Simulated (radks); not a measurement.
Species: the vanadium ion V3+. Configuration: [Ar] 3d2. Method: non-relativistic Kohn-Sham, BP86, spin-unpolarised, spherical densities, point nucleus; computed with a radial shooting solver on a logarithmic mesh with Libxc functionals.

Normalised radial functions P(r) = r R(r), r in bohr:

r,3s,3p,3d
0.007247,0.1475,0.0066,0.0000
0.008171,0.1627,0.0083,0.0000
0.009213,0.1789,0.0105,0.0001
0.01039,0.1960,0.0131,0.0001
0.01171,0.2139,0.0164,0.0001
0.01321,0.2324,0.0205,0.0002
0.01501,0.2524,0.0260,0.0003
0.01692,0.2710,0.0323,0.0004
0.01908,0.2890,0.0401,0.0006
0.02151,0.3057,0.0496,0.0008
0.02426,0.3202,0.0611,0.0011
0.02735,0.3315,0.0750,0.0015
0.03083,0.3385,0.0916,0.0021
0.03477,0.3398,0.1114,0.0030
0.0392,0.3340,0.1347,0.0041
0.0442,0.3194,0.1618,0.0057
0.04983,0.2945,0.1930,0.0079
0.05618,0.2578,0.2284,0.0108
0.06335,0.2080,0.2679,0.0147
0.07142,0.1446,0.3109,0.0199
0.08053,0.0674,0.3566,0.0269
0.0908,-0.0225,0.4036,0.0361
0.1024,-0.1227,0.4499,0.0479
0.1154,-0.2293,0.4926,0.0633
0.1301,-0.3368,0.5283,0.0828
0.1467,-0.4378,0.5528,0.1073
0.1654,-0.5233,0.5611,0.1376
0.1865,-0.5834,0.5482,0.1745
0.2103,-0.6080,0.5092,0.2187
0.2371,-0.5880,0.4400,0.2706
0.2674,-0.5167,0.3383,0.3301
0.3015,-0.3915,0.2038,0.3969
0.3399,-0.2150,0.0395,0.4697
0.3832,0.0041,-0.1484,0.5466
0.4321,0.2507,-0.3498,0.6249
0.4872,0.5045,-0.5518,0.7012
0.5493,0.7426,-0.7398,0.7718
0.6193,0.9415,-0.8985,0.8322
0.7039,1.0876,-1.0194,0.8797
0.7936,1.1486,-1.0766,0.9039
0.8948,1.1334,-1.0755,0.9055
1.009,1.0496,-1.0193,0.8836
1.138,0.9139,-0.9174,0.8392
1.283,0.7480,-0.7837,0.7746
1.446,0.5741,-0.6343,0.6936
1.63,0.4118,-0.4847,0.6007
1.838,0.2746,-0.3481,0.5013
2.073,0.1690,-0.2336,0.4012
2.337,0.0953,-0.1454,0.3063
2.635,0.0487,-0.0832,0.2216
2.971,0.0223,-0.0434,0.1511
3.35,0.0091,-0.0204,0.0965
3.777,0.0032,-0.0086,0.0573
4.258,0.0010,-0.0032,0.0313

3s: eigenvalue -102.71 eV, 2 radial nodes at r = 0.0882, 0.382 bohr, <r> = 0.944 bohr, 90 % of the charge inside 1.41 bohr. 3p: eigenvalue -77.174 eV, 1 radial node at r = 0.349 bohr, <r> = 0.996 bohr, 90 % of the charge inside 1.52 bohr. 3d: eigenvalue -37.193 eV, 0 radial nodes, <r> = 1.17 bohr, 90 % of the charge inside 1.94 bohr.
